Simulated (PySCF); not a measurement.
**17O chemical shifts**

Computed data (PySCF): coordinates at the PBE0-D3(BJ)/def2-SVP level, shielding tensors at PBE0/pcSseg-1 (GIAO). Equivalent nuclei averaged, one conformer, no solvent, non-relativistic.

Shieldings were converted by a linear fit to measured shifts: 17O: δ = 264.06 − 0.892σ (rms 13.4 ppm, 147 shifts, 14.2 ppm with the 1 outlier that the fit left out vs liquid water, solution or neat liquid). A few per cent of atoms miss by over 2 rms, more outside the fitted compound classes.

Give the 17O shifts of `CCC[C@@H]1OCCO[C@H]1F`, `CO[C@@H]1CC[C@H](CF)CO1`, `CO[C@@]1(F)CCCCOC1`, `C[C@H](F)C(=O)OC(C)(C)C`, `CC[C@@]1(O[C@@H](C)F)CCO1`, `[AlH3-][O+]1CCC[C@H]1C[SiH3]`, `CC[C@@]1(O[C@H](C)F)CCO1`.

Results:


```tsv
compound	environment	δ (ppm)
[CH3:1][CH2:2][CH2:3][C@@H:4]1[O:5][CH2:6][CH2:7][O:8][C@H:9]1[F:10]	O8: ether oxygen	36.3
[CH3:1][CH2:2][CH2:3][C@@H:4]1[O:5][CH2:6][CH2:7][O:8][C@H:9]1[F:10]	O5: ether oxygen	15.6
[CH3:1][O:2][C@@H:3]1[CH2:4][CH2:5][C@H:6]([CH2:7][F:8])[CH2:9][O:10]1	O10: ether oxygen	20.0
[CH3:1][O:2][C@@H:3]1[CH2:4][CH2:5][C@H:6]([CH2:7][F:8])[CH2:9][O:10]1	O2: ether oxygen	14.2
[CH3:1][O:2][C@@:3]1([F:4])[CH2:5][CH2:6][CH2:7][CH2:8][O:9][CH2:10]1	O2: ether oxygen	43.2
[CH3:1][O:2][C@@:3]1([F:4])[CH2:5][CH2:6][CH2:7][CH2:8][O:9][CH2:10]1	O9: ether oxygen	-6.4
[CH3:1][C@H:2]([F:3])[C:4](=[O:5])[O:6][C:7]([CH3:8])([CH3:9])[CH3:10]	O5: ester carbonyl oxygen	339.2
[CH3:1][C@H:2]([F:3])[C:4](=[O:5])[O:6][C:7]([CH3:8])([CH3:9])[CH3:10]	O6: ester alkoxy oxygen	188.9
[CH3:1][CH2:2][C@@:3]1([O:4][C@@H:5]([CH3:6])[F:7])[CH2:8][CH2:9][O:10]1	O4: ether oxygen	113.0
[CH3:1][CH2:2][C@@:3]1([O:4][C@@H:5]([CH3:6])[F:7])[CH2:8][CH2:9][O:10]1	O10: ether oxygen	35.8
[AlH3-][O+]1CCC[C@H]1C[SiH3]	donor oxygen of a Lewis adduct	29.2
[CH3:1][CH2:2][C@@:3]1([O:4][C@H:5]([CH3:6])[F:7])[CH2:8][CH2:9][O:10]1	O4: ether oxygen	104.5
[CH3:1][CH2:2][C@@:3]1([O:4][C@H:5]([CH3:6])[F:7])[CH2:8][CH2:9][O:10]1	O10: ether oxygen	42.1
```
